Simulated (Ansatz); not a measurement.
Geometry optimisation, UKS PBE0-D4/def2-SVP (Ansatz 0.2.0).

Input file:

```yaml
crystal:
  periodic: [false, false, false]
  atoms:
    - { symbol: Al, position_ang: [-0.5584, -0.3664, -0.4922] }
    - { symbol: Br, position_ang: [2.2228, -0.3599, -0.0703] }
    - { symbol: H, position_ang: [-0.8621, 0.2585, -1.8574] }
    - { symbol: H, position_ang: [-1.2105, -1.6762, -0.0389] }
    - { symbol: H, position_ang: [0.9996, 0.7817, 1.007] }
    - { symbol: Cl, position_ang: [-0.5913, 1.3623, 1.4519] }
magnetization:
  spin_polarized: true
basis:
  gaussian: { orbitals: def2-SVP }
hamiltonian:
  xc: pbe0
  dispersion: d4
relax:
  f_tol: 0.15
  max_steps: 25
  restrain:
    - { distance: [0, 5], at: 2.23, k: 30.0 }
    - { distance: [4, 1], at: 1.51, k: 30.0 }
    - { distance: [0, 1], at: 3.71, k: 30.0 }
    - { distance: [4, 5], at: 2.63, k: 30.0 }
```

Launched with:

```bash
$ ansatz run input.yaml --threads 2 --pin off --max-ram 3072MiB --backend cpu --events-out ev --progress --plain --runs-dir out
```

Q: Where does it end, and by what steps?

A: The run converged. The restraints hold the end off the free minimum. After 5 steps the energy has fallen by 0.881 eV (the restraints' own energy left out); H5 moved furthest, 0.70 Å. Joined: Br2–H5 (1.99 → 1.47 Å).

| step | energy less start (eV) | largest force component (eV/Å) | accepted |
| --- | --- | --- | --- |
| 0 | 0.0000 | 2.303 | yes |
| 1 | 0.0786 | 2.479 | yes |
| 2 | -0.3643 | 2.130 | yes |
| 3 | -0.7841 | 1.103 | yes |
| 4 | -0.8790 | 0.839 | yes |
| 5 | -0.8811 | 0.797 | yes |

```xyz
6
Properties=species:S:1:pos:R:3
Al -1.068 -0.248 -0.432
Br 2.589 -0.206 0.162
H -0.990 0.340 -1.892
H -1.341 -1.738 0.002
H 1.682 0.643 0.955
Cl -0.872 1.210 1.205
```

Time of the run: 11 s on 2 threads of INTEL(R) XEON(R) PLATINUM 8581C CPU @ 2.30GHz (Emerald Rapids), with other jobs on the host, peak memory 0.27 GiB.
